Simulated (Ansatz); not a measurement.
System: C2H3O, net charge 1, singlet state. It need not be the lowest isomer of its formula. 
Coordinates optimised at B3LYP-D3(BJ)/def2-TZVP (Ansatz, a quantum-chemistry and plane-wave program):
```xyz
6

C      1.4009    -0.1277    -0.0862
C      0.2214    -0.0176    -0.0116
O     -1.1237     0.1476     0.1058
H      2.4618    -0.2331    -0.1585
H     -1.6111    -0.5583     0.5902
H     -1.5951     0.4825    -0.6918
```
Charge +1, spin multiplicity 1.

Basis-set convergence of Hartree-Fock and MP2 correlation energies (hartree) with Ansatz. Cores are frozen in the correlated levels unless marked. Spin-orbit coupling is left out. Non-relativistic.

```json
[
 {"basis": "cc-pVDZ", "functions": "-", "E(HF)": "-151.93004", "E(corr, MP2)": "-0.43466"},
 {"basis": "cc-pVTZ", "functions": "132", "E(HF)": "-151.97858", "E(corr, MP2)": "-0.53682"},
 {"basis": "cc-pVQZ", "functions": "255", "E(HF)": "-151.98946", "E(corr, MP2)": "-0.57371"}
]
```

Extrapolating the two largest sets (X = 3 and 4) as X^-3: E(corr) = (64·(-0.57371) - 27·(-0.53682))/37 = -0.6006 Eh, an estimate of the basis-set limit. The largest set recovers 95.5 % of it, the smallest 72.4 %.
